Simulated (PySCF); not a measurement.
Computed IR spectrum (relative IR intensity) of a molecule C₃H₉GeN. Coordinates come from a PBE0-D3(BJ)/def2-SVP optimisation. The values are those of a single conformer. Method: PBE0-D3(BJ)/def2-SVP (PySCF 2.14.0). Frequencies are harmonic and unscaled.

```json
[
 {"ν (cm⁻¹)": "265", "relative intensity": "3.4"},
 {"ν (cm⁻¹)": "477", "relative intensity": "6.7"},
 {"ν (cm⁻¹)": "485", "relative intensity": "52"},
 {"ν (cm⁻¹)": "553", "relative intensity": "35"},
 {"ν (cm⁻¹)": "620", "relative intensity": "23"},
 {"ν (cm⁻¹)": "661", "relative intensity": "23"},
 {"ν (cm⁻¹)": "693", "relative intensity": "19"},
 {"ν (cm⁻¹)": "793", "relative intensity": "88"},
 {"ν (cm⁻¹)": "897", "relative intensity": "35"},
 {"ν (cm⁻¹)": "991", "relative intensity": "18"},
 {"ν (cm⁻¹)": "1007", "relative intensity": "4.3"},
 {"ν (cm⁻¹)": "1038", "relative intensity": "6.9"},
 {"ν (cm⁻¹)": "1090", "relative intensity": "3.9"},
 {"ν (cm⁻¹)": "1163", "relative intensity": "56"},
 {"ν (cm⁻¹)": "1384", "relative intensity": "11"},
 {"ν (cm⁻¹)": "1417", "relative intensity": "6.7"},
 {"ν (cm⁻¹)": "1444", "relative intensity": "5.9"},
 {"ν (cm⁻¹)": "1469", "relative intensity": "11"},
 {"ν (cm⁻¹)": "1491", "relative intensity": "2.5"},
 {"ν (cm⁻¹)": "2084", "relative intensity": "100"},
 {"ν (cm⁻¹)": "2145", "relative intensity": "56"},
 {"ν (cm⁻¹)": "2976", "relative intensity": "60"},
 {"ν (cm⁻¹)": "3073", "relative intensity": "21"},
 {"ν (cm⁻¹)": "3119", "relative intensity": "12"},
 {"ν (cm⁻¹)": "3137", "relative intensity": "6.8"},
 {"ν (cm⁻¹)": "3164", "relative intensity": "2.4"},
 {"ν (cm⁻¹)": "3234", "relative intensity": "3.6"},
 {"ν (cm⁻¹)": "3613", "relative intensity": "5.9"}
]
```

Problem. Which molecule gave these data?
A. C/C=N/[CH2][GeH3]
B. CC/N=[CH]\[GeH3]
C. C=CC[NH][GeH3]
D. C=[CH][GeH2][NH]C

Solution. D, C=[CH][GeH2][NH]C
